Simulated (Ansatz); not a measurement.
Several settings on one geometry of the cluster Pt2H3⁻ (that of the charge -1 singlet, r2SCAN-D4/def2-TZVPD). Ansatz on 4 threads of Arm Neoverse V1 on a shared host; times are rough.

```xyz
5

Pt    1.358   -0.454    1.206
Pt   -0.578    0.032   -0.309
H    -1.966    0.718   -0.309
H     2.601    0.348    0.831
H    -1.415   -0.644   -1.419
```

Totals from different functionals, basis sets or treatments of relativity can't be compared as stabilities.

In the def2 sets Pt takes a core potential; there is no spin–orbit coupling. B3LYP takes the VWN-RPA correlation. A multiply charged anion in the gas phase is held together partly by the finite basis.

The spins typed aren't always the lowest for that charge.

Give the basis size and estimate the energy, ⟨S²⟩ and time of these runs.

| run | method | charge | state | further keys |
| --- | --- | --- | --- | --- |
| 1 | ROKS ωB97X/def2-SVPD | -2 | doublet | point_charges: [{charge: 1.00, position_ang: [6.459, 0.990, -0.266]}]; forces asked |
| 2 | RKS B3LYP-D4/def2-TZVPD | -1 | singlet | scf: {lower_state_search: off} |
| 3 | RKS r2SCAN0/def2-SVPD | -1 | singlet | fitting: {mean_field: def2-universal-jkfit}; point_charges: [{charge: 2.00, position_ang: [5.716, -0.610, 0.373]}] |


```
run  functions  energy (Eh)  ⟨S²⟩  wall time
  1         94    -240.5855     –       12 s
  2        113    -240.6677     –      0.8 s
  3         94    -240.7692     –      1.8 s
```
